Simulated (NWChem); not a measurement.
System: SnAsH5; SMILES [AsH2][SnH3]

NWChem input:

```
start job
memory heap 200 mb stack 900 mb global 1100 mb
geometry units angstroms noautoz
  Sn    -0.017752    -1.075562     0.000766
  As    -0.042845     1.541280     0.006130
  H     -0.698275    -1.620885    -1.474766
  H     -0.986441    -1.628993     1.301916
  H      1.564586    -1.715399     0.163087
  H      1.129919     1.597714    -0.969914
  H      0.893868     1.590601     1.210839
end
basis spherical
  * library def2-svp
end
ecp
  Sn library def2-ecp
end
dft
  xc r2scan
  iterations 150
  mulliken
end
task dft energy
```

Structure relaxed at the PBE0/def2-SVP level. def2 effective core potentials on Sn; no spin-orbit coupling.

Problem. What results follow from this input? (r2SCAN/def2-SVP with def2 effective core potentials on Sn.) Quantities: energy (Ha); highest occupied level (eV); orbital gap (eV); dipole (D).

Solution. 
```
Quantity                       Result
---------------------------  --------
energy (Ha)                  -2452.95
highest occupied level (eV)     -6.60
orbital gap (eV)                 5.69
dipole (D)                       0.50
```
